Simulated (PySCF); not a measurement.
Species: GeH8OSeSi2.
Numbering: `[SiH3:1][Se:2][SiH2:3][O:4][GeH3:5]` (hydrogens: H6, H7, H8 on Si1; H9, H10 on Si3; H11, H12, H13 on Ge5)

Computed with PySCF at CAM-B3LYP/def2-SVPD, non-relativistic, on one gas-phase PBE0-D3(BJ)/def2-SVP geometry that isn't relaxed in the solvent. The solvent is an IEF-PCM continuum (Bondi radii, 1.10 Å for H, scaled by 1.2), and excitations are vertical TDDFT with non-equilibrium linear response and a frozen core. Specific hydrogen bonds and non-electrostatic terms are outside this model. Spin–orbit coupling is left out although an atom past zinc is present.

Gas-phase singlets (H = HOMO, L = LUMO):

```
state  E (eV)  λ (nm)      f           leading configurations
   S1   5.534     224  0.008     H→L+1 53%, H→L 25%, H→L+3 9%
   S2   5.890     211  0.025  H→L+3 47%, H→L+2 30%, H→L+1 14%
   S3   5.996     207  0.023               H→L 54%, H→L+1 23%
   S4   6.679     186  0.014  H→L+2 32%, H→L+5 21%, H→L+3 18%
   S5   6.877     180  0.009  H→L+5 33%, H→L+2 16%, H→L+4 15%
```

**Question.** Give the list for dimethylsulfoxide (ε = 46.83), n² = 2.19.

**Answer.** 
| state | E (eV) | λ (nm) | f | leading configurations | change by rank (eV) |
| --- | --- | --- | --- | --- | --- |
| S1 | 5.626 | 220 | 0.012 | H→L 53%, H→L+2 16%, H→L+1 16% | +0.092 |
| S2 | 5.947 | 208 | 0.043 | H→L+2 40%, H→L+1 33%, H→L+3 17% | +0.057 |
| S3 | 6.122 | 203 | 0.029 | H→L+1 41%, H→L 30%, H→L+2 8% | +0.126 |
| S4 | 6.781 | 183 | 0.028 | H→L+3 35%, H→L+5 26%, H→L+2 9% | +0.102 |
| S5 | 6.979 | 178 | 0.009 | H-1→L 53%, H-1→L+1 11% | +0.102 |

**Question.** How do the frontier levels move from gas to dimethylsulfoxide?

**Answer.** 
```tsv
orbital	gas (eV)	solvent (eV)	change (eV)	Löwdin shares, gas	Löwdin shares, solvent
LUMO+2	0.73	0.85	+0.12	Ge5 31 %, Se2 17 %, Si1 13 %, H12 7 %	Se2 33 %, Si1 16 %, Ge5 14 %, Si3 7 %
LUMO+1	0.61	0.67	+0.06	Se2 36 %, Si1 22 %, H7 7 %, H6 7 %	Se2 32 %, Si1 14 %, Ge5 13 %, Si3 10 %
LUMO	0.45	0.58	+0.13	Ge5 22 %, Si3 13 %, Se2 12 %, O4 11 %	Se2 26 %, Si1 14 %, Si3 11 %, Ge5 11 %
HOMO	-8.26	-8.33	-0.07	Se2 73 %, Si1 9 %, Si3 8 %	Se2 73 %, Si1 9 %, Si3 8 %
HOMO-1	-9.54	-9.55	-0.01	Se2 48 %, O4 20 %, Si3 12 %, Si1 6 %	Se2 45 %, O4 21 %, Si3 12 %, Si1 5 %
HOMO-2	-10.06	-10.00	+0.06	O4 24 %, Se2 18 %, Si3 15 %, H9 14 %	O4 25 %, Se2 16 %, Si3 14 %, H9 12 %
HOMO-3	-10.55	-10.49	+0.06	Se2 29 %, O4 19 %, Si1 14 %, Ge5 9 %	Se2 31 %, Si1 15 %, O4 15 %, Ge5 10 %
```

The HOMO–LUMO gap goes from 8.71 to 8.91 eV. Rows go by rank; for LUMO, LUMO+1 and LUMO+2 the atom shares or the degeneracy differ between the runs, so the row needn't follow one orbital.

Shape of the structure used: `[SiH3:1][Se:2][SiH2:3][O:4][GeH3:5]`: Si1–Se2–Si3–O4 50°, Se2–Si3–O4–Ge5 53°.
